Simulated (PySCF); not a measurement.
# Bond curve of CaSi⁻

Set-up: Ca aug-pcseg-1, Si aug-pcseg-1; no relativity (PySCF 2.14). Energies in eV from Ca + Si⁻ in their ground configurations at the same level. State: ⁴Σ⁻ (quartet), unpaired electrons σ ↑, π ↑↑.

```json
{"R (Å)": "2.533", "PBE": "-1.136", "B3LYP": "-0.805", "UHF-CCSD(T)": "", "UHF-CCSD": ""}
{"R (Å)": "2.651", "PBE": "-1.331", "B3LYP": "-1.022", "UHF-CCSD(T)": "-0.805", "UHF-CCSD": "-0.747"}
{"R (Å)": "2.768", "PBE": "-1.429", "B3LYP": "-1.140", "UHF-CCSD(T)": "-0.993", "UHF-CCSD": "-0.938"}
{"R (Å)": "2.857", "PBE": "-1.457", "B3LYP": "-1.181", "UHF-CCSD(T)": "-1.078", "UHF-CCSD": "-1.026"}
{"R (Å)": "2.945", "PBE": "-1.457", "B3LYP": "-1.194", "UHF-CCSD(T)": "-1.128", "UHF-CCSD": "-1.078"}
{"R (Å)": "3.033", "PBE": "-1.435", "B3LYP": "-1.185", "UHF-CCSD(T)": "-1.151", "UHF-CCSD": "-1.103"}
{"R (Å)": "3.151", "PBE": "-1.384", "B3LYP": "-1.149", "UHF-CCSD(T)": "-1.150", "UHF-CCSD": "-1.105"}
{"R (Å)": "3.298", "PBE": "-1.300", "B3LYP": "-1.083", "UHF-CCSD(T)": "-1.115", "UHF-CCSD": "-1.074"}
{"R (Å)": "3.475", "PBE": "-1.185", "B3LYP": "-0.987", "UHF-CCSD(T)": "-1.044", "UHF-CCSD": "-1.008"}
```

**Question.** Put a parabola through the three lowest points of the PBE curve and estimate Re, k and ωe (reduced mass 16.46 u; 1 eV/Å² = 0.16022 mdyn/Å; ωe = 1302.8·√(k/μ) cm⁻¹).

**Answer.** Through R = 2.768, 2.857, 2.945 Å the second-order coefficient is 1.78 eV/Å², so Re ≈ 2.901 Å, k ≈ 0.570 mdyn/Å and ωe ≈ 242 cm⁻¹. A polynomial fit of higher order to the unrounded PBE energies gives Re = 2.897 Å, k = 0.504 mdyn/Å, ωe = 228 cm⁻¹; anharmonicity and rounding make the difference.

The higher-order fit for each curve: PBE: Re = 2.897 Å, ωe = 228 cm⁻¹, De = 1.46 eV; B3LYP: Re = 2.947 Å, ωe = 212 cm⁻¹, De = 1.19 eV; UHF-CCSD(T): Re = 3.086 Å, ωe = 191 cm⁻¹, De = 1.15 eV; UHF-CCSD: Re = 3.099 Å, ωe = 188 cm⁻¹, De = 1.11 eV.

Correlated steps freeze 10 core orbitals. Correlated levels converge slowly with the basis: in double zeta they bind strong bonds too weakly, by up to about 1 eV, and carry superposition errors of some tenths. For an ion De counts to the pair picked by the measured ionisation energies or electron affinities, which need not be the lowest pair at this level. The highest Kohn–Sham level is positive in this anion. Much of that is self-interaction error, but it also means that the finite basis helps to hold the extra electron. The state is the lowest determinant that a PBE0 search found; another state may lie lower at other levels.
